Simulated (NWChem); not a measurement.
Molecule: BF

```xyz
2

B      0.0000     0.0000    -0.8194
F      0.0000     0.0000     0.4552
```
Atoms are numbered in this order, from 1.

Computed with NWChem. The geometry was optimised at PBE-D3(BJ)/def2-SVP. Total energies compare along this basis series because the functional is fixed.

```json
[
 {"level": "TPSS/cc-pVDZ", "basis functions": "28", "energy (Ha)": "-124.6754", "highest occupied level (eV)": "-6.78", "orbital gap (eV)": "5.02", "dipole (D)": "1.17"},
 {"level": "TPSS/aug-cc-pVDZ", "basis functions": "46", "energy (Ha)": "-124.6836", "highest occupied level (eV)": "-6.99", "orbital gap (eV)": "4.95", "dipole (D)": "1.04"},
 {"level": "TPSS/cc-pVTZ", "basis functions": "60", "energy (Ha)": "-124.7197", "highest occupied level (eV)": "-6.92", "orbital gap (eV)": "5.02", "dipole (D)": "1.08"},
 {"level": "TPSS/aug-cc-pVTZ", "basis functions": "92", "energy (Ha)": "-124.7214", "highest occupied level (eV)": "-6.99", "orbital gap (eV)": "4.98", "dipole (D)": "1.03"},
 {"level": "TPSS/cc-pVQZ", "basis functions": "110", "energy (Ha)": "-124.7307", "highest occupied level (eV)": "-6.95", "orbital gap (eV)": "5.00", "dipole (D)": "1.04"}
]
```
